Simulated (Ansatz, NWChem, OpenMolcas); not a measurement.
## BBrCl2 (bromodichloroborane): the vertical ionisation energy, rung by rung

The species is BBrCl2 (4 atoms), meant as a singlet with charge 0. SMILES: `ClB(Cl)Br`. The coordinates come from a PBE0-D4/def2-TZVP relaxation.

Each level gives the vertical ionisation energy (to the doublet cation) (eV). The values are calculated.

```json
{"level": "HF/cc-pVDZ", "kind": "Hartree–Fock", "program": "OpenMolcas", "value (eV)": "10.49", "CPU time (all runs)": "13 s"}
{"level": "SVWN5/cc-pVDZ", "kind": "LDA", "program": "OpenMolcas", "value (eV)": "10.52", "CPU time (all runs)": "36 s"}
{"level": "BLYP/cc-pVDZ", "kind": "GGA", "program": "OpenMolcas", "value (eV)": "10.13", "CPU time (all runs)": "52 s"}
{"level": "PBE/cc-pVDZ", "kind": "GGA", "program": "OpenMolcas", "value (eV)": "10.35", "CPU time (all runs)": "49 s"}
{"level": "M06-L/cc-pVDZ", "kind": "meta-GGA", "program": "OpenMolcas", "value (eV)": "10.64", "CPU time (all runs)": "82 s"}
{"level": "B3LYP/cc-pVDZ", "kind": "global hybrid", "program": "NWChem", "value (eV)": "10.73", "CPU time (all runs)": "4.4 min"}
{"level": "RPA@PBE/cc-pVDZ", "kind": "RPA", "program": "Ansatz", "value (eV)": "10.40", "CPU time (all runs)": "48 s"}
{"level": "MP2/cc-pVDZ", "kind": "perturbation theory", "program": "Ansatz", "value (eV)": "11.10", "CPU time (all runs)": "18 s"}
{"level": "BCCD(T)/cc-pVDZ", "kind": "coupled cluster or CI", "program": "Ansatz", "value (eV)": "10.82", "CPU time (all runs)": "1.8 min"}
{"level": "CCSD/cc-pVDZ", "kind": "coupled cluster or CI", "program": "NWChem", "value (eV)": "10.90", "CPU time (all runs)": "12 min"}
```

All-electron rows without a relativistic Hamiltonian named are non-relativistic. Spin-orbit coupling, which can split open shells on such heavy atoms by tenths of an eV, is left out. The values span 10.13 to 11.10 eV. In the correlated wave-function rows the outer d shell of Br is correlated, in sets not made for it. CPU times are rough (shared hosts, several kinds of processor): they show what a rung costs within a factor of a few.
